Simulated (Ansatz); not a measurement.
Molecule: tribromo(chloro)silane, sum formula SiBr3Cl, charge 0, multiplicity 1. 
Geometry from a B3LYP-D3(BJ)/def2-TZVP (Ansatz, a first-principles code) optimisation:
SMILES: Cl[Si](Br)(Br)Br
```xyz
5

Cl    -0.2971    -1.3066     1.9245
Si    -0.0388    -0.1708     0.2515
Br    -1.6666    -0.5981    -1.1758
Br     1.9057    -0.6630    -0.6683
Br    -0.0792     1.9641     0.8088
```

Wanted: vertical triplet-singlet gap (E(triplet) - E(singlet); each state is the SCF solution reached for its spin; the molecule has degenerate orbitals, so one determinant may break the symmetry), in kJ/mol. Cores are frozen in the correlated levels unless marked. Open shells are spin-unrestricted. No spin-orbit coupling. The frozen core is the preceding noble-gas configuration, with the filled d and f shells of earlier blocks. Non-relativistic. CBS(X,Y): correlation extrapolated as X^-3; Hartree-Fock from the larger set. [CCSD(T)-MP2]/basis is that difference in the basis named.

```
level                                                          program  vertical triplet-singlet gap (kJ/mol)  minus last row
-------------------------------------------------------------  -------  -------------------------------------  --------------
HF/def2-QZVPPD                                                  Ansatz                                  598.3            -2.9
PBE/def2-TZVPD                                                  Ansatz                                  472.4          -128.8
r2SCAN/def2-TZVPD                                               Ansatz                                  511.5           -89.7
BHLYP/def2-TZVPD                                                Ansatz                                  577.1           -24.1
CAM-B3LYP/def2-TZVPD                                            Ansatz                                  563.8           -37.4
wB97X-V/def2-TZVPD                                              Ansatz                                  603.0             1.8
B2PLYP/def2-TZVPD                                               Ansatz                                  563.5           -37.7
MP2/def2-TZVPPD                                                 Ansatz                                  624.2            23.0
SCS-MP2/def2-TZVPPD                                             Ansatz                                  630.0            28.8
RI-MP2/CBS(def2-TZVPPD,def2-QZVPPD)+[CCSD(T)-MP2]/def2-TZVPPD   Ansatz                                  601.2             0.0
```
